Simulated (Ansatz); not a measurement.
Mulliken charges of H$_{6}$OSeSi$_{2}$, SMILES `O[SiH]([SiH3])[SeH]` from B3LYP/def2-TZVPP in Ansatz (PBE0-D4/def2-TZVP geometry).

```json
{"atom": "O1", "x (Å)": "-1.083", "y (Å)": "1.697", "z (Å)": "-0.721", "charge (e)": "-0.375"}
{"atom": "Si2", "x (Å)": "-0.728", "y (Å)": "0.523", "z (Å)": "0.381", "charge (e)": "0.438"}
{"atom": "Si3", "x (Å)": "1.480", "y (Å)": "-0.239", "z (Å)": "0.229", "charge (e)": "0.116"}
{"atom": "Se4", "x (Å)": "-2.072", "y (Å)": "-1.321", "z (Å)": "0.219", "charge (e)": "-0.191"}
{"atom": "H5", "x (Å)": "-1.158", "y (Å)": "1.435", "z (Å)": "-1.640", "charge (e)": "0.185"}
{"atom": "H6", "x (Å)": "-1.054", "y (Å)": "1.124", "z (Å)": "1.695", "charge (e)": "-0.063"}
{"atom": "H7", "x (Å)": "1.625", "y (Å)": "-1.012", "z (Å)": "-1.037", "charge (e)": "-0.061"}
{"atom": "H8", "x (Å)": "1.781", "y (Å)": "-1.138", "z (Å)": "1.374", "charge (e)": "-0.047"}
{"atom": "H9", "x (Å)": "2.457", "y (Å)": "0.884", "z (Å)": "0.214", "charge (e)": "-0.054"}
{"atom": "H10", "x (Å)": "-1.165", "y (Å)": "-2.005", "z (Å)": "-0.712", "charge (e)": "0.052"}
```

Q: By hand: the dipole of these point charges (1 e Å = 4.8032 D).

A: Σ q r = (0.131, -0.025, -0.038) e Å, of length 0.139 e Å = 0.67 D.

Q: How does the dipole of the full density compare? (An estimate is asked.)

A: The calculation gave: (0.153, -0.064, -0.245) e Å, 1.42 D; the point charges give 0.47 times that, at 41° from its direction.

Point charges leave out the atoms' own dipoles, such as those of lone pairs, and Mulliken's split depends on the basis, so the two needn't agree.

B3LYP here is the variant with VWN-RPA as its local correlation; programs differ in this.
